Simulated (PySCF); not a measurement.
**Static response to an electric field**

Compound: C5H6N2O.
Structure used (GFN2-xTB), in Å, numbered top down from 1:
```xyz
14
C5H6N2O angstrom
C      3.299    0.916    0.604
C      2.298    0.486    0.104
C      1.113   -0.001   -0.571
O      0.978   -0.002   -1.774
N      0.174   -0.458    0.299
C     -1.109   -0.942   -0.145
C     -2.248   -0.045    0.277
N     -2.187    1.102    0.770
H      4.173    1.288    1.053
H      0.354   -0.423    1.290
H     -1.075   -0.975   -1.240
H     -1.288   -1.957    0.228
H     -3.237   -0.466    0.124
H     -1.244    1.475    0.885
```

Level: PBE0/def2-SVPD (PySCF), static field, nuclei fixed, core orbitals frozen in the response. The polarisability tensor in these axes (au):

```
x   96.90 12.34  3.63
y   12.34 66.04  6.85
z    3.63  6.85 67.66
```

Question: What are the eigenvalues, a third of the trace, and Δα (Δα² = ½Σ(αi − αj)² over the three pairs)?

Answer: Principal values 58.44, 69.98 and 102.19 au; mean 76.87 au = 11.39 Å³ = 12.67 × 10⁻⁴⁰ C²·m²/J; Δα = 39.27 au (51 % of the mean).

Question: What is the dipole moment, and where does it point?

Answer: (1.07, -1.87, 2.95) D, 3.65 D in size, pointing from the negative to the positive side. Measured along this direction, the outermost atoms are O4 at the negative end and H9 and H10 at the positive end.

Question: Find the Langevin capture rate constant for NO+ (29.998 u) meeting this molecule (110.048 u), k = 2.342 × 10⁻⁹ cm³/s × √(α in Å³ / reduced mass in u).

Answer: The reduced mass is 23.57 u, so k = 1.63 × 10⁻⁹ cm³/s. The formula leaves out the permanent dipole, which adds to the capture rate.

Question: What are the principal values of the traceless quadrupole moment, Θ = ½Σq(3rr − r²1), about the centre of nuclear charge?

Answer: -18.99, -1.53, 20.52 D·Å. The values depend on the origin, since the dipole doesn't vanish. The electronic extent ⟨r²⟩ about the same centre is 1118 bohr², a root-mean-square distance of 2.32 Å for the 58 electrons.

Question: What would n − 1 = 2πNα be for an ideal gas of these molecules at 298.15 K and 1 atm, electronic part alone?

Answer: N = p/kT = 2.4615 × 10¹⁹ cm⁻³, so n − 1 = 2π × N × 11.39 × 10⁻²⁴ cm³ = 1762 × 10⁻⁶ at long wavelengths.

Question: Sum over states: ᾱ = Σ f/ω², ω in Eh. What share falls to these 6 lowest TDDFT singlets (eV, f)? 4.96, 0.0001; 5.30, 0.0049; 5.57, 0.0386; 5.89, 0.0020; 6.20, 0.1314; 6.32, 0.0373.

Answer: They add up to 4.32 au, 5.6 % of the 76.87 au; the largest single term is 2.53 au, from the state at 6.20 eV. Terms in order: 0.00, 0.13, 0.92, 0.04, 2.53, 0.69 au. Higher excitations give the rest. The strengths listed sum to 0.214.

Question: Along which axes do the principal values lie, and how far do the nuclei extend along each?

Answer: Largest value along (0.92, 0.35, 0.17), where the nuclei span 7.60 Å; middle along (-0.32, 0.45, 0.83), 3.63 Å; least along (-0.21, 0.82, -0.53), 2.47 Å. The response follows the extents in order.

Isolated species at its GFN2-xTB geometry (one conformer only).
